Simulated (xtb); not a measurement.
GaP (SMILES [P]=[Ga]), triplet, at a GFN2-xTB geometry (such geometries of metal compounds can be far from the true shape). Base run: GFN2-xTB in xtb.

Input for xtb:
```
$ xtb mol.xyz --gfn 2 --uhf 2 --json

# file mol.xyz
2

Ga    -0.00000000    -0.00000000    -0.74669457
P      0.00000000     0.00000000     1.54316877
```

The base run was repeated with changes; each row names its change, and settings that it needs were set with it.

| change | ΔE vs base (kcal/mol) | dipole (D) | G_solv (kcal/mol) | SCF cycles |
|---|---|---|---|---|
| base | 0.000 | 5.16 | - | 13 |
| acc = 0.0001 | 0.000 | 5.16 | - | 17 |
| etemp = 5000 | -17.81 | 4.53 | - | 11 |
| gbsa = chcl3 | -7.45 | 5.70 | -8.12 | 15 |
| acc = 30 | 0.000 | 5.16 | - | 12 |
| acc = 1000 | 0.001 | 5.14 | - | 6 |
| alpb = thf | -6.75 | 5.42 | -6.90 | 15 |
| alpb = ether | -6.51 | 5.43 | -6.68 | 15 |

ALPB and GBSA are two models with their own fitted parameters for each solvent, which aren't always the measured dielectric constant.
